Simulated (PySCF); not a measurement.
Assigning NMR signals

Mapped SMILES: `[CH3:1][CH:2]1[CH2:3][CH2:4][CH2:5][CH2:6][CH2:7]1`. Each H is labelled by its parent atom. Ha(C3), Ha(C4), Ha(C5), Ha(C6), Ha(C7) are cis to C1 on the ring; Hb(C3), Hb(C4), Hb(C5), Hb(C6), Hb(C7) are trans to C1 on the ring.

In vacuum, equivalent nuclei averaged, no relativistic terms, one computed conformer. Structure optimised with GFN2-xTB; shieldings: GIAO PBE0/pcSseg-1; PySCF.

Scale: ¹³C (σref 186.93) and ¹H (σref 31.72) vs TMS (reference shieldings calculated alike).

**Question.** Assign these signals to the numbered atoms. ¹³C{¹H} NMR (computed): δ 39.1, 36.7, 30.8, 30.5, 25.7.

**Answer.** 
39.1 → C3/C7, sp3 CH2 in a ring: saturated and bonded to C and H only
36.7 → C2, sp3 CH in a ring: a saturated carbon with 3 carbon neighbours and no heteroatom attached
30.8 → C4/C6, sp3 CH2 in a ring: saturated and bonded to C and H only
30.5 → C5, sp3 CH2 in a ring
25.7 → C1, methyl carbon: aliphatic region, no heteroatom directly attached

C4/C6 and C5 lie closer than the usual error of such a calculation, so a measured spectrum could show them in the other order.

**Question.** Assign these signals to the numbered atoms. ¹H NMR (600 MHz, computed): δ 1.80 (m, 2H), 1.74 (m, 1H), 1.70 (m, 2H), 1.25 (m, 2H), 1.13 (m, 1H), 1.10 (m, 1H), 0.94 (d, 3H), 0.80 (m, 2H).

**Answer.** 
1.80 → Ha(C4)/Ha(C6), hydrogen on an sp3 CH2 in a ring: far from electronegative atoms and π systems
1.74 → Hb(C5), hydrogen on an sp3 CH2 in a ring
1.70 → Hb(C3)/Hb(C7), hydrogen on an sp3 CH2 in a ring
1.25 → Hb(C4)/Hb(C6), hydrogen on an sp3 CH2 in a ring
1.13 → H(C2), hydrogen on an sp3 CH in a ring: far from electronegative atoms and π systems
1.10 → Ha(C5), hydrogen on an sp3 CH2 in a ring: far from electronegative atoms and π systems
0.94 → H(C1), hydrogen on a methyl carbon: far from electronegative atoms and π systems
0.80 → Ha(C3)/Ha(C7), hydrogen on an sp3 CH2 in a ring: far from electronegative atoms and π systems

Ha(C4)/Ha(C6) and Hb(C5); Hb(C5) and Hb(C3)/Hb(C7); Hb(C4)/Hb(C6) and H(C2); H(C2) and Ha(C5) lie closer than the usual error of such a calculation, so a measured spectrum could show them in the other order.

Shifts are as computed. Against solution values, carbons near 30 ppm lie about +3 ppm off and those near 130 ppm about +5 ppm. Of 1211 compounds with measured shifts, 218 miss one by over three times the rms of a fit or turn the order of signals round; such compounds aren't used in these exercises. No couplings were computed; multiplicities are counted from neighbouring protons, with m where these are inequivalent, close in shift, in a saturated or five-membered ring or joined by F or P, and br s for small geminal =CH2 splittings.
